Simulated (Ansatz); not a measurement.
Frontier orbitals of `OCOB[SiH3]`.

Total charge 0; spin multiplicity 1. The geometry is a stationary point of PBE0-D4/def2-TZVP. It is one conformer, not always the lowest. Basis def2-TZVPP, the Gaussian-basis code of Ansatz.

Orbital energies of one run (eV). Highest occupied ones, from the top: -6.77, -7.97, -8.40, -8.53, -8.91, -9.32, -10.27, -11.20, -12.64, -13.30, -13.67, -15.30, -18.55, -27.81. Empty: -1.97, 0.02, 0.57, 0.85, 1.12, 1.44.

Question: Which functional gave them?
A. BHLYP
B. B97M-V
C. r2SCAN0
D. PBE

Answer: B. HOMO energies: B97M-V -6.77, r2SCAN0 -7.82, BHLYP -8.87, PBE -6.38 eV.
